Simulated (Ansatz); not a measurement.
The same path of AlH6NOSi (10 atoms, charge 0, multiplicity 1) was run twice with different band settings. Lost on the way: Al1–H7. Made: O2–H7, Si3–N8.

Method: Ansatz, RKS B3LYP/def2-SVP.

Relaxed end points:

```xyz
10
Properties=species:S:1:pos:R:3
Al 0.159 0.115 -0.253
O -0.079 -0.235 1.398
Si -0.272 -0.582 2.996
H -1.385 -1.561 3.189
H 0.975 -1.176 3.565
H -0.597 0.657 3.765
H 1.599 0.427 -0.803
N -1.235 0.122 -1.342
H -2.197 -0.067 -1.079
H -1.180 0.319 -2.337
```

```xyz
10
Properties=species:S:1:pos:R:3
Al 0.366 0.296 -1.140
O 0.961 -0.071 0.673
Si -0.455 -0.413 1.785
H -1.116 -1.757 1.789
H 0.557 -0.637 2.908
H -1.250 0.696 2.403
H 1.842 -0.127 1.073
N -1.297 -0.003 -0.045
H -1.921 0.808 0.010
H -1.898 -0.773 -0.358
```

Common settings: movable images 7; climbing image yes; optimiser quadratic models (default); start path through a guess of the saddle point; force threshold 0.05 eV/Å; iteration limit 60; end points relaxed.

| run | spring |
| --- | --- |
| 1 | 5.0 eV/Å² |
| 2 | 20.0 eV/Å² |

What does each run give, and how far can it be trusted?

Run 1: converged after 29 iterations, highest image 3.202 eV above the first end. Neighbouring images differ by up to 1.9 eV, so the band resolves the path poorly. A vibrational analysis at the climbing image gives one clearly imaginary mode, 1447i cm⁻¹, and a faint second one (34i cm⁻¹) that may be numerical noise or a soft torsion: probably a first-order saddle point.
Run 2: converged after 34 iterations, highest image 3.202 eV above the first end. Neighbouring images differ by up to 2.7 eV, so the band resolves the path poorly. Another band between the same ends (7 images) ends at a top of the same energy, where a vibrational analysis finds 1 clearly imaginary mode.
The orbitals stay closed-shell, which can raise the energy where a bond breaks towards radicals; this wasn't checked here.
